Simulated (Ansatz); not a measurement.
Ideal-gas functions of Cl₂GeH₄N₂ (`[NH2][Ge]([NH2])([Cl])[Cl]`) at 500 K and 1 bar, from an Ansatz frequency run at PBE0-D4/def2-TZVP.

Molar mass 175.56 g/mol, point group C2 (symmetry number 2), electronic degeneracy 1, moments of inertia 211.278, 286.317, 349.408 u Å². Harmonic wavenumbers (cm⁻¹, unscaled): 131, 154, 182, 203, 208, 220, 323, 410, 425, 548, 556, 726, 757, 902, 922, 1569, 1572, 3567, 3568, 3669, 3670.

Use S(trans) = R[1.5 ln M + 2.5 ln T − 1.1517]; rotational temperatures θ = 24.2544 K / I; S(rot) = R[ln(√π/σ · √(T³/θAθBθC)) + 1.5]; for each mode x = 1.438777 ν̃/T, S = R[x/(eˣ − 1) − ln(1 − e⁻ˣ)] and H = RT x/(eˣ − 1); 1 cm⁻¹ = 0.0119627 kJ/mol; R = 8.31446 J/(mol·K).

Question: By hand: the entropy, in J/(mol·K).

Answer: Translation 184.1. Rotation: θ = 0.1148, 0.0847, 0.0694 K, giving 119.3. Vibration, mode by mode: 16.48, 15.15, 13.79, 12.90, 12.71, 12.25, 9.22, 7.41, 7.14, 5.34, 5.24, 3.55, 3.31, 2.38, 2.28, 0.51, 0.50, 0.00, 0.00, 0.00, 0.00, in all 130.2. Electronic 0.0. Sum 433.6 J/(mol·K).

Question: By hand: H − E and G − E in kJ/mol, counted from the electronic energy.

Answer: Zero-point energy ½ × 24282 × 0.0119627 = 145.2; thermal vibration 33.7; translation, rotation and pV give 4 RT = 16.6. H − E = 195.5 kJ/mol, and G − E = 195.5 − 500 × 433.6/1000 = -21.3 kJ/mol.

Vibration gives 30 % of the entropy, 16.5 J/(mol·K) of it from the mode under 150 cm⁻¹: soft modes count most, and the harmonic formula is weakest for them. The sum counts one conformer and one mirror image; others add a mixing term.
